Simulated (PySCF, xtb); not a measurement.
hexachlorodisilane (Cl6Si2), SMILES Cl[Si](Cl)([Si](Cl)(Cl)Cl)Cl.

Geometry optimised at PBE0-D3(BJ)/def2-SVP. Other conformers were not sampled.

Method: C-PCM-PBE0/def2-SVP run with PySCF.

The values are the electrostatic part of the solvation free energy, E(continuum) − E(gas) at the gas-phase geometry, in a cavity of scaled van der Waals radii (PySCF's table); cavitation and dispersion terms are not included. In vacuum the orbital gap is 7.79 eV. The dipole moment in vacuum is 0.00 D.

```json
[
 {"solvent": "water", "ε": "78.36", "ΔG(elec) (kcal/mol)": "-1.0", "dipole (D)": "0.00", "gap (eV)": "7.82"},
 {"solvent": "N,N-dimethylformamide", "ε": "37.22", "ΔG(elec) (kcal/mol)": "-0.9", "dipole (D)": "0.00", "gap (eV)": "7.82"},
 {"solvent": "acetonitrile", "ε": "35.69", "ΔG(elec) (kcal/mol)": "-0.9", "dipole (D)": "0.00", "gap (eV)": "7.82"}
]
```

For comparison, GFN2-xTB/ALPB(water) (xtb, at the GFN2-xTB geometry, all terms of that model) gives -1.6 kcal/mol.
